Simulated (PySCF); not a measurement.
# BeSb at UHF-SCS-MP2

Level: UHF-SCS-MP2. PySCF, scalar-relativistic core potentials, basis sets Be def2-SVPD, Sb def2-SVPD with ECP28.

```json
{
  "state": "⁴Σ⁻ (quartet), unpaired electrons σ ↑, π ↑↑",
  "bond length": "0.2443 nm",
  "harmonic wavenumber": "434 cm⁻¹",
  "force constant": "0.930 mdyn/Å",
  "rotational constant Be": "0.3367 cm⁻¹",
  "anharmonicity ωexe": "3.98 cm⁻¹",
  "vibration–rotation constant αe": "0.00361 cm⁻¹",
  "well depth De to Be + Sb": "52 kJ/mol",
  "dissociation energy D0": "49 kJ/mol"
}
```

Correlated steps freeze 4 core orbitals. Correlated levels converge slowly with the basis: in double zeta they bind strong bonds too weakly, by up to about 1 eV, and carry superposition errors of some tenths. These are scalar-relativistic numbers at best; spin–orbit coupling would shift them, the dissociation energy most. The state is the lowest determinant that a PBE0 search found; another state may lie lower at other levels.
